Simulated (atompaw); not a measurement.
# Before and after: PAW (atompaw) potential for Ti

atompaw 4.2.0.5 input, output lines left out:

```
Ti 22
GGA-PBESOL scalarrelativistic loggrid 1500 logderivrange -6 5 276
4 4 3 0 0 0
4 0 0
4 1 0
3 2 2
0 0 0
c
c
c
v
c
v
v
v
2
3.00 2.25 2.45 2.55
y
1.5
n
n
y
-0.8
n
custom rrkj vanderbiltortho sinc
3 0 ultrasoft
3.00
3.00
1.80
3.00
3.00
3.00
```

Change: core [Ar], valence charge 4; reference 3d1 4s0 4p0; waves now 4s (bound): rc 2.65 bohr; 4s channel at 0.3 Ry: rc 2.65 bohr; 4p (bound): rc 2.65 bohr; 4p channel at -0.5 Ry: rc 2.65 bohr; 3d (bound): rc 2.65 bohr; 3d channel at -0.95 Ry: rc 2.65 bohr; local potential ultrasoft scheme with l = 3 at 0 Ry, radius 2.10 bohr; core correction smooth core density matched at 2.40 bohr; augmentation sinc compensation charge, radius 2.20 bohr; PAW radius 2.65 bohr; waves and projectors: custom rrkj vanderbiltortho.

Cutoffs: the cutoffs (Ry, on a coarse ladder) from which the occupation-weighted sum of valence levels, in a spherical-Bessel basis at the reference potential, stays within 10 and 1 mRy of its value at 400 Ry; they do not see the model core or the augmentation charge, which bear on the density cutoff.

Task: What does the change do?

Result: The potential gets softer (25 Ry and 45 Ry → 12 Ry and 15 Ry); neither file shows a bound ghost. The shells moved into the core no longer need plane waves of their own. Several settings change at once here, so the effects cannot be laid on one of them.

```tsv
quantity	base	changed
cutoff, loose	25 Ry	12 Ry
cutoff, tight	45 Ry	15 Ry
bound ghosts	none	none
lowest overlap eigenvalue by channel	s 0.64, p 0.53, d 0.11	s 0.53, p 0.56, d 0.81
```

 The cutoffs see the waves, projectors and local potential, not the compensation charge or the core.
